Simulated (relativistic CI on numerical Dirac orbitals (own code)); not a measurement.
# Se²⁺: what numerical and physical settings do to a radial Dirac CI calculation

Reference input:

```
atom Se  Z=34  charge=2  electrons=32
nucleus A=80  rms_radius_fm=4.1400
hamiltonian dirac-coulomb  breit=on  qed=on  c_scale=1
orbitals kli  potential=per-configuration
slater_scale 1
correlation none
mixing on
grid step=0.0125 r_max=49.7
scf mixing=0.4 start=green max_iterations=150 tolerance=2e-08 node_fill=0.05
configurations
  [Ar] 3d10 4s2 4p2
end
```

Computed lowest total energy -2425.57841 Ha, first excitation 1643.9 cm⁻¹, 11 SCF steps. Runs with settings changed; * marks those that are bad on purpose (the QED terms keep the true α when c is scaled):

| Changed | Outcome | Lowest level | ΔE (Ha) | First excitation (cm⁻¹) | SCF steps | Message |
| --- | --- | --- | --- | --- | --- | --- |
| node fill of the KLI weights 0.01, Breit term off, speed of light × 1.25 | converged | 4p² ³P0 | 9.33 | 978.7 | 12 |  |
| Slater scale 0.5, nuclear radius 5.382 fm, QED terms off | converged | 4p² ³P0 | -0.762 | 1933.2 | 11 |  |
| start potential thomas-fermi, Breit term off | converged | 4p² ³P0 | -1.17 | 1686.5 | 11 |  |
| iteration limit 30, Slater scale 0.6, QED terms off | converged | 4p² ³P0 | -0.776 | 1841.2 | 11 |  |
| SCF mixing 2.5 * | converged | 4p² ³P0 | 8.77e-10 | 1643.9 | 18 |  |
| end of the grid at 1.49 bohr * | not converged |  |  |  | 1 | SCF of 1s2 2s2 2p6 3s2 3p6 3d10 4s2 4p2 stopped: an orbital could not be found |

With so few configurations and no correlation, terms lie too far apart (by 10 to 50 % near neutrality), their order can be wrong, and levels of other configurations are missing.
